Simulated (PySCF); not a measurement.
**How methods differ on the excitation energy of Be**

Be [He] 2s2 (1S) → Be [He] 2s1 2p1, s spin flipped, as a difference of total energies. Computed with PySCF 2.14 in dyall-av3z (15s9p4d2f, 76 functions), with the non-relativistic Hamiltonian (point nucleus). Correlated levels: valence: 1s2 frozen; virtual orbitals above 40 to 60 times the deepest correlated orbital energy dropped. The calculations carry no spin-orbit coupling.

| method | excitation energy (eV) |
| --- | --- |
| UHF | 3.474 |
| MP2 (valence) | 3.643 |
| SCS-MP2 (valence) | 3.677 |

**Question.** How much does correlation contribute at MP2 (valence)?

**Answer.** 3.643 − (3.474) = 0.169 eV, measured against UHF.

The upper determinant mixes two multiplicities, so it lies between the two terms.

The coupled-cluster amplitudes are large for the upper state (T1 above 0.03 or a double amplitude above 0.15), so a single reference is strained.
